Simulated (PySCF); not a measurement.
## NMR data sheet: C3H13FOSi4

```yaml
Formula: C3H13FOSi4
SMILES: CC(C)O[Si@@H]1[SiH2][SiH2][Si@@H]1F
InChI: InChI=1S/C3H13FOSi4/c1-3(2)5-9-7-6-8(9)4/h3,8-9H,6-7H2,1-2H3/t8-,9+/m0/s1
Point_group_of_the_computed_structure: C1
Degrees_of_unsaturation: 1
Carbon_signals: 3
Proton_signals: 9
```

Molfile (atoms numbered from 1):
```
C3H13FOSi4
     RDKit          3D

 22 22  0  0  0  0  0  0  0  0999 V2000
   -2.9325    0.5731   -0.5157 C   0  0  0  0  0  0  0  0  0  0  0  0
   -1.6105   -0.0684   -0.1019 C   0  0  0  0  0  0  0  0  0  0  0  0
   -1.8323   -1.4098    0.5894 C   0  0  0  0  0  0  0  0  0  0  0  0
   -0.9491    0.8151    0.7586 O   0  0  0  0  0  0  0  0  0  0  0  0
    0.6302    1.1760    0.9073 Si  0  0  2  0  0  4  0  0  0  0  0  0
    1.7803    1.3411   -1.1572 Si  0  0  0  0  0  4  0  0  0  0  0  0
    3.2269   -0.4168   -0.5200 Si  0  0  0  0  0  4  0  0  0  0  0  0
    2.1222   -0.5440    1.5603 Si  0  0  2  0  0  4  0  0  0  0  0  0
    1.4112   -2.0127    1.7184 F   0  0  0  0  0  0  0  0  0  0  0  0
   -3.5505    0.7408    0.3630 H   0  0  0  0  0  0  0  0  0  0  0  0
   -3.4649   -0.0722   -1.2088 H   0  0  0  0  0  0  0  0  0  0  0  0
   -2.7441    1.5314   -0.9939 H   0  0  0  0  0  0  0  0  0  0  0  0
   -0.9932   -0.2255   -1.0010 H   0  0  0  0  0  0  0  0  0  0  0  0
   -2.3554   -2.0906   -0.0764 H   0  0  0  0  0  0  0  0  0  0  0  0
   -0.8823   -1.8546    0.8709 H   0  0  0  0  0  0  0  0  0  0  0  0
   -2.4265   -1.2627    1.4882 H   0  0  0  0  0  0  0  0  0  0  0  0
    0.4236    2.3143    1.8061 H   0  0  0  0  0  0  0  0  0  0  0  0
    0.9970    1.1133   -2.3863 H   0  0  0  0  0  0  0  0  0  0  0  0
    2.4265    2.6316   -1.4417 H   0  0  0  0  0  0  0  0  0  0  0  0
    3.2032   -1.6276   -1.3562 H   0  0  0  0  0  0  0  0  0  0  0  0
    4.6599   -0.0929   -0.4644 H   0  0  0  0  0  0  0  0  0  0  0  0
    2.8500   -0.5395    2.8311 H   0  0  0  0  0  0  0  0  0  0  0  0
  1  2  1  0
  2  3  1  0
  2  4  1  0
  4  5  1  0
  5  6  1  0
  6  7  1  0
  7  8  1  0
  8  9  1  0
  8  5  1  0
  1 10  1  0
  1 11  1  0
  1 12  1  0
  2 13  1  0
  3 14  1  0
  3 15  1  0
  3 16  1  0
  5 17  1  1
  6 18  1  0
  6 19  1  0
  7 20  1  0
  7 21  1  0
  8 22  1  1
M  END
```

PySCF 2.14 calculation with PBE0/pcSseg-1 with gauge-including orbitals and coordinates at the GFN2-xTB level; gas phase, no relativistic terms, equivalent nuclei averaged, one computed conformer.

Chemical shifts δ = σref − σ; 1H (σref 31.72) and 13C (σref 186.93) and 29Si (σref 349.16) against TMS; 19F (σref 170.95) against CFCl3; 17O (σref 336.08) vs H2O, all at this level.

| carbon | δC, type | δH (multiplicity) | HMBC from (2–3 bonds) | span of the C tensor (ppm) |
| --- | --- | --- | --- | --- |
| C1 | 28.0, CH3 | 1.23 (d) | H13, H14/H15/H16 | 46 |
| C2 | 70.9, CH | 3.65 (m) | H17, H14/H15/H16, H10/H11/H12 | 65 |
| C3 | 26.9, CH3 | 1.25 (d) | H13, H10/H11/H12 | 42 |

Other nuclei:
```
atoms  nucleus                                                    environment  δ (ppm)  σ (ppm)
  H22       1H  hydrogen on a silicon bonded to F, 2 Si, in a 4-membered ring     6.76    24.96
  H17       1H  hydrogen on a silicon bonded to O, 2 Si, in a 4-membered ring     6.27    25.45
  H18       1H     hydrogen on a silicon bonded to 2 Si, in a 4-membered ring     4.36    27.36
  H20       1H     hydrogen on a silicon bonded to 2 Si, in a 4-membered ring     4.18    27.53
  H21       1H     hydrogen on a silicon bonded to 2 Si, in a 4-membered ring     3.78    27.94
  H19       1H     hydrogen on a silicon bonded to 2 Si, in a 4-membered ring     3.76    27.95
   F9      19F                                          fluorine bonded to Si   -255.5    426.5
  Si8     29Si             silicon bonded to F, 2 Si, H, in a 4-membered ring     61.8    287.4
  Si5     29Si             silicon bonded to O, 2 Si, H, in a 4-membered ring     16.3    332.8
  Si7     29Si              silicon bonded to 2 Si, 2 H, in a 4-membered ring   -105.3    454.4
  Si6     29Si              silicon bonded to 2 Si, 2 H, in a 4-membered ring   -111.3    460.5
   O4      17O                                         oxygen bonded to C, Si     66.3    269.8
```

- Carbon types of the structure: 1 × CH, 2 × CH3, leaving 6 H on heteroatoms.
- δC 70.9: sp3 CH bonded to O; pulled downfield by the heteroatom.
- δC 28.0, 26.9: methyl carbon; a saturated carbon with 1 carbon neighbour and no heteroatom attached.
- δH 6.27: hydrogen on a silicon bonded to O, 2 Si, in a 4-membered ring.
- δH 4.36, 4.18, 3.78, 3.76: hydrogen on a silicon bonded to 2 Si, in a 4-membered ring.
- δH 3.65: hydrogen on an sp3 CH bonded to O; its carbon carries O, which withdraws density.

Splittings by 19F in the carbon and heteronuclear signals aren't shown, as no couplings were computed. Shifts are as computed. Against solution values, carbons near 30 ppm lie about +3 ppm off and those near 130 ppm about +5 ppm. Of 1211 compounds with measured shifts, 218 miss one by over three times the rms of a fit or turn the order of signals round; such compounds aren't used in these exercises. Unscaled 19F shifts against computed CFCl3 carry errors that often reach 10 to 50 ppm. Experimental scales use liquid or dissolved standards, which lie at an offset from isolated H2O (liquid H2O: subtract about 36 ppm). No couplings were computed; multiplicities are counted from neighbouring protons, with m where these are inequivalent, close in shift, in a saturated or five-membered ring or joined by F or P, and br s for small geminal =CH2 splittings.
